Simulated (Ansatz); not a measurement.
The first iterations of a band of H₈NW (10 atoms, charge 0, multiplicity 2).

All numbers below come from UKS PBE0-D4/def2-mTZVP (Ansatz 0.2.0).

| Property | Result |
| --- | --- |
| movable images | 7 |
| climbing image | yes |
| spring | 5.0 eV/Å² |
| optimiser | quadratic models (default) |
| start path | through a guess of the saddle point |
| force threshold | 0.2 eV/Å |
| iteration limit | 60 |
| end points | relaxed |

First end point:

```xyz
10
Properties=species:S:1:pos:R:3
W -0.144 0.030 0.603
H 1.836 -0.286 1.101
H 1.791 0.498 1.154
H 0.342 1.639 0.171
H -1.466 0.879 -0.061
H 0.529 -1.432 -0.047
H -1.354 -0.875 -0.189
N -0.427 -0.120 2.485
H -1.369 -0.201 2.856
H 0.261 -0.131 3.228
```

Last end point:

```xyz
10
Properties=species:S:1:pos:R:3
W -0.317 0.135 0.072
H 1.166 0.222 2.546
H 1.279 -0.394 0.213
H 0.659 1.470 0.537
H -1.651 -0.446 0.984
H -0.032 -1.480 0.467
H -0.875 0.419 -1.592
N 0.176 0.081 2.385
H -0.085 -0.810 2.790
H -0.320 0.803 2.898
```

| iteration | highest image above the first end (eV) | largest band force component (eV/Å) |
| --- | --- | --- |
| 1 | 8.232 | 16.365 |
| 2 | 5.173 | 5.411 |
| 3 | 4.301 | 6.727 |
| 4 | 3.495 | 1.831 |
| 5 | 2.925 | 1.929 |
| 6 | 2.736 | 1.312 |
| 7 | 2.561 | 2.161 |
| 8 | 2.357 | 1.140 |
| 9 | 2.040 | 1.095 |
| 10 | 1.793 | 1.383 |
| 11 | 1.484 | 1.599 |
| 12 | 1.294 | 1.235 |

Does the band converge within its limit, and where does its top end?

It converged. It ended after 36 iterations with the highest image 1.404 eV above the first end. The threshold of 0.2 eV/Å is loose, so the images may lie well off the minimum-energy path. The profile has 3 maxima (images 2, 5, 7) with wells between them (images 3, 6): this band takes more than one step, which may be the mechanism or a detour left from its start path. The order of the stationary point at the top wasn't checked. Another band between the same ends, with other settings, climbed to 0.713 eV only, so this may not be the lowest route.

The run took 14 min on 2 threads of Arm Neoverse V1, on a shared host, peak memory 0.22 GiB.
